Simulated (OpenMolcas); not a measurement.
**Cu6+: Racah parameters, worked from levels**

```
Program             : OpenMolcas 26.06
Basis               : ANO-RCC-VTZP [6s5p3d2f1g]
Scalar Hamiltonian  : DKH2, point nucleus
Active space        : 5 electrons in 5 orbitals (3d)
State averaging     : 2S+1 = 6 even, 1 root; 2S+1 = 4 even, 24 roots kept (CI in the orbitals of an earlier block); 2S+1 = 2 even, 75 roots kept (CI in the orbitals of an earlier block)
Spin-orbit coupling : RASSI with atomic mean-field integrals over the reference wave functions, term energies averaged over their components
```

Methods: CASSCF; MS-CASPT2, IPEA 0.25 Eh, imaginary shift 0.1 Eh (closed shells correlated: 3s 3p).

**Racah parameters.** Above 6S, d5 has 4D at 17B + 5C, 4G at 10B + 5C and 4P at 7B + 7C. The first two fix B and C, and the third tests them; where it misses by thousands of cm-1, two parameters do not describe the configuration (Trees and configuration-interaction terms are left out) and B and C hang on the terms chosen. Term energies are centres of gravity, weighted by 2J + 1.

| Source | 4D | 4G | B | C | C/B | 4P from B, C | 4P found |
| --- | --- | --- | --- | --- | --- | --- | --- |
| CASSCF | 64285 | 51508 | 1825 | 6651 | 3.64 | 59332 | 59083 |
| MS-CASPT2 | 57849 | 48160 | 1384 | 6864 | 4.96 | 57736 | 52843 |

Energies in cm-1. From CASSCF to MS-CASPT2, B changes by -24.2 % and C by +3.2 %.

CASPT2 does not keep the components of a term degenerate, so their means are used; among the terms shown or strongly mixed into the levels shown the widest spread is 230 cm-1 (3d5 4G, MS-CASPT2). Terms from blocks run as CI alone lack orbitals of their own. Without dynamic correlation excited terms often stand tens of per cent too high (terms of higher spin than the ground term too low), and those without a measured partner can miss by more than the paired ones (holds for CASSCF). Blocks of more than 70 roots (2S+1 = 2 even) ran without multistate coupling (holds for MS-CASPT2). Only configurations of the active space appear.
